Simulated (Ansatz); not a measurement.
Consider the formal exchange of groups at the Se–Si bond: `[SeH][SiH]([SeH])[SeH]` + `C=N` → `N=C[SeH]` + `[SeH][SiH2][SeH]`.

Computed with Ansatz on PBE0-D4/def2-TZVP structures; ΔE is electronic, products minus reactants. CBS: MP2 limit from def2 TZ/QZ plus the TZ coupled-cluster correction, frozen cores. This one scheme is used for every species. DFT in def2-TZVPP. For Se outer-core shells are correlated without core-valence functions, which leaves a few kJ/mol of doubt a bond. Scalar relativity is left out up to krypton. Each species was taken in one conformer, which may not be the lowest.

```tsv
level	ΔE (kcal/mol)
r2SCAN-D4	19.6
ωB97X-V	20.6
ωB97M-V	21.3
B2PLYP	19.8
r2SCAN	19.3
MP2/def2-TZVPP	22.0
CCSD(T)/def2-TZVPP	21.0
CCSD/CBS(def2)	22.7
```

Task: What does CCSD(T)/CBS give? (Estimate.)

Result: The calculation gave: +22.5 kcal/mol. The listed levels differ from it by -2.9, -1.9, -1.2, -2.7, -3.2, -0.5, -1.5, 0.2 kcal/mol.

Largest T1 diagnostic among the species: 0.012.

The D4 term adds +2.0 kcal/mol with B3LYP and +1.1 kcal/mol with PBE0; it sums over pairs of atoms, weighted by their polarisabilities, and B3LYP, whose exchange is more repulsive, gets the larger term. From PBE to PBE0 (25 % exact exchange), in def2-TZVPP and without D4, ΔE moves by +1.8 kcal/mol.

B3LYP here is the variant with VWN-RPA as its local correlation; programs differ in this.
